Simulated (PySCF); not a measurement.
Se(F)(NH2) (FH2NSe), SMILES N[Se]F.

Geometry optimised at PBE0-D3(BJ)/def2-TZVP. One conformer was computed; it need not be the lowest.

Computed with PBE0-D3(BJ)/def2-TZVP run with PySCF.

Frequencies are harmonic and unscaled.

```tsv
mode	ν (cm⁻¹)	IR (km/mol)	moving atoms (share of kinetic energy)
1	260	21.1	F 40 %, N 29 %, H 17 %, Se 14 %
2	503	233.5	H 62 %, N 36 %
3	538	27.3	H 94 %
4	622	80.3	F 80 %, Se 19 %
5	808	30.0	N 63 %, H 20 %, Se 16 %
6	1008	7.1	H 90 %, N 10 %
7	1598	11.4	H 92 %, N 8 %
8	3562	16.1	H 96 %
9	3678	49.9	H 91 %, N 9 %
```
